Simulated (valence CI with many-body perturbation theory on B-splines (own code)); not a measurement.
The numbers below are computed, except where a source is named.
**Hyperfine factors and g values of Kr XXX**

Method: relativistic CI+MBPT: five valence electrons over a frozen Dirac-Fock core [He], a basis of 11 s, 11 p, 10 d, 8 f, 5 g, 2 h functions for each j, with the one-electron correlation potential Σ1, the two-electron term Σ2, the three-electron term Σ3, Breit, model QED; selected CI, second order for the rest, scaled by the run's own slope (own B-spline code, finite nucleus).

The last digits are not significant, and no measured levels were compared; by estimate large intervals hold to a few tenths of a per cent, small ones and those within an open d or f shell to about a per cent. Among the levels kept, up to 5300 cm⁻¹ of a level comes from second order outside the variational space, and about a tenth of that is noise between levels of different J, which matters for small intervals.

A/g_I is the dipole constant over the nuclear g factor μ/I (μ in nuclear magnetons, uniformly magnetised nucleus), B/Q the quadrupole constant per barn. Both hold the static response of the core; the bare values leave it out. Large factors of s and p1/2 electrons are usually good to 5 to 10 %; those of open d and f shells near neutrality can be off by tens of per cent, and small factors of p3/2, d and f electrons come from cancelling terms and can be off by a factor of two or in sign, in half-filled shells by more. B is blank for J = 1/2, where it vanishes, and for nearly pure S terms. Energies count from the lowest level.

Levels are named by their leading jj configuration (3d3/2^4 stands for four electrons in 3d with j = 3/2), which in mixed levels can hold well under half, so a name can repeat and another be missing. Letters in brackets count levels of one name in rising energy.

| Level | E (eV) | g | A/g_I (MHz) | A/g_I bare | B/Q (MHz/b) | B/Q bare |
| --- | --- | --- | --- | --- | --- | --- |
| (2s^2 2p1/2^2 2p3/2) J=3/2 | 0.0 | 1.549 | 59700 | 64900 | 97100 | 97400 |
| (2s^2 2p1/2 2p3/2^2) J=3/2 | 47.7 | 1.320 | 20600 | 24000 | 70400 | 70600 |
| (2s^2 2p1/2 2p3/2^2) J=5/2 | 60.4 | 1.192 | 155000 | 156000 | -882 | -884 |
| (2s^2 2p1/2 2p3/2^2) J=1/2 | 77.1 | 0.656 | 453000 | 449000 |  |  |
| (2s^2 2p3/2^3) J=3/2 | 123.4 | 1.244 | 85800 | 88300 | -169000 | -169000 |
| (2s 2p1/2^2 2p3/2^2) J=5/2 | 172.5 | 1.546 | 344000 | 344000 | 101000 | 101000 |
| (2s 2p1/2^2 2p3/2^2) J=3/2 | 204.3 | 1.521 | 56100 | 62600 | -107000 | -107000 |
| (2s 2p1/2^2 2p3/2^2) J=1/2 | 205.6 | 2.430 | 1080000 | 1070000 |  |  |
| (2s 2p1/2 2p3/2^3) J=3/2 [a] | 242.6 | 1.135 | 97700 | 99100 | -130000 | -131000 |
| (2s 2p1/2 2p3/2^3) J=5/2 | 257.1 | 1.239 | 426000 | 421000 | -250000 | -251000 |
| (2s 2p1/2 2p3/2^3) J=1/2 | 276.7 | 1.543 | 136000 | 139000 |  |  |
| (2s 2p1/2 2p3/2^3) J=3/2 [b] | 287.3 | 1.190 | 36800 | 43100 | 57800 | 57900 |
| (2s 2p3/2^4) J=1/2 | 339.8 | 1.341 | 1140000 | 1110000 |  |  |
| (2p1/2^2 2p3/2^3) J=3/2 | 426.8 | 1.327 | 73600 | 79300 | -146000 | -147000 |
| (2p1/2 2p3/2^4) J=1/2 | 484.0 | 0.656 | 454000 | 447000 |  |  |
| (2s^2 2p1/2^2 3s) J=1/2 | 1881.8 | 2.108 | 381000 | 376000 |  |  |
| (2s^2 2p1/2^2 3p1/2) J=1/2 | 1920.1 | 0.673 | 124000 | 123000 |  |  |
| (2s^2 2p1/2 2p3/2 3s) J=3/2 [a] | 1929.0 | 1.688 | 108000 | 110000 | 99100 | 99400 |
| (2s^2 2p1/2 2p3/2 3s) J=1/2 | 1933.7 | 1.234 | -137000 | -129000 |  |  |
| (2s^2 2p1/2 2p3/2 3s) J=5/2 | 1939.4 | 1.399 | 212000 | 213000 | 64800 | 65000 |
| (2s^2 2p1/2^2 3p3/2) J=3/2 | 1940.9 | 1.344 | 22800 | 24100 | 34000 | 34100 |
| (2s^2 2p1/2 2p3/2 3s) J=3/2 [b] | 1943.2 | 1.044 | 141000 | 144000 | 48000 | 48200 |
| (2s^2 2p1/2 2p3/2 3p1/2) J=1/2 | 1967.0 | 1.623 | -55900 | -48900 |  |  |
| (2s^2 2p1/2 2p3/2 3p1/2) J=3/2 [a] | 1971.2 | 1.161 | 107000 | 109000 | 6330 | 6360 |
| (2s^2 2p1/2 2p3/2 3p1/2) J=5/2 | 1978.6 | 1.163 | 158000 | 159000 | 58900 | 59100 |
| (2s^2 2p1/2^2 3d3/2) J=3/2 | 1982.4 | 0.761 | 15100 | 14800 | 3240 | 3350 |
| (2s^2 2p1/2 2p3/2 3p3/2) J=5/2 [a] | 1984.7 | 1.429 | 4010 | 6920 | 156000 | 157000 |
| (2s^2 2p1/2 2p3/2 3p3/2) J=1/2 [a] | 1987.1 | 1.862 | -107000 | -102000 |  |  |
| (2s^2 2p1/2 2p3/2 3p3/2) J=3/2 [a] | 1989.6 | 1.314 | 102000 | 104000 | -26700 | -26800 |
| (2s^2 2p1/2^2 3d5/2) J=5/2 | 1991.6 | 1.199 | 4230 | 4370 | -3080 | -2960 |
| (2s^2 2p1/2 2p3/2 3p1/2) J=3/2 [b] | 1993.1 | 1.451 | 134000 | 137000 | 29500 | 29600 |
| (2s^2 2p1/2 2p3/2 3p3/2) J=7/2 | 1995.2 | 1.289 | 105000 | 107000 | 99400 | 99700 |
| (2s^2 2p3/2^2 3s) J=5/2 | 1995.6 | 1.388 | 151000 | 152000 | 85700 | 85900 |
| (2s^2 2p3/2^2 3s) J=3/2 | 1999.3 | 1.113 | 27500 | 31900 | 34300 | 34400 |
| (2s^2 2p1/2 2p3/2 3p3/2) J=3/2 [b] | 2000.1 | 1.285 | 45000 | 47900 | 46000 | 46200 |
| (2s^2 2p1/2 2p3/2 3p3/2) J=5/2 [b] | 2005.5 | 1.182 | 134000 | 135000 | 19100 | 19100 |
| (2s^2 2p1/2 2p3/2 3p3/2) J=1/2 [b] | 2013.3 | 0.736 | 434000 | 432000 |  |  |
| (2s^2 2p3/2^2 3s) J=1/2 | 2021.0 | 1.978 | 390000 | 384000 |  |  |
| (2s 2p1/2^2 2p3/2 3s) J=5/2 | 2026.8 | 1.872 | 373000 | 372000 | 44900 | 45000 |
| (2s^2 2p1/2 2p3/2 3d3/2) J=3/2 [a] | 2030.3 | 0.951 | 28500 | 29600 | -73500 | -73700 |

**Question.** Take the isotope of mass number 83, with I = 9/2, μ = -0.97073 μN and Q = 0.259 b. What is the hyperfine structure of (2s 2p1/2^2 2p3/2^2) J=1/2?

**Answer.** From the table A = -234000 MHz. Shifts from the centre of gravity in MHz: F = 4: 644000, F = 5: -526000.
